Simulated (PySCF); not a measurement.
Computed shifts of a molecule CH7NSi3, PySCF with PBE0/pcSseg-1, GIAO, gas phase, atoms alike by connectivity averaged where their shifts nearly agree, in ppm (number of nuclei): ²⁹Si: -2.6 (1), -28.9 (1), -101.0 (1). ¹⁵N: 576.5 (1). ¹³C: 221.0 (1). ¹H: 10.44 (1), 6.16 (1), 5.72 (2), 4.02 (3). References: ²⁹Si against TMS (σ = 352.7 ppm); ¹⁵N against NH3 (σ = 267.4 ppm); ¹³C against TMS (σ = 186.3 ppm); ¹H against TMS (σ = 31.56 ppm), references at their B3LYP-D3(BJ)/def2-TZVP geometries, non-relativistic. Geometry: B3LYP-D3(BJ)/def2-SVP. Other conformers were not sampled.

Problem. Which molecule gave these data?
A) C1=N[SiH2][SiH2][SiH2]1
B) [SiH3]C1=N[SiH2][SiH2]1
C) [SiH3][Si@H]1N=C[SiH2]1
D) [SiH3][Si@@H]1C=N[SiH2]1

Solution. C, [SiH3][Si@H]1N=C[SiH2]1
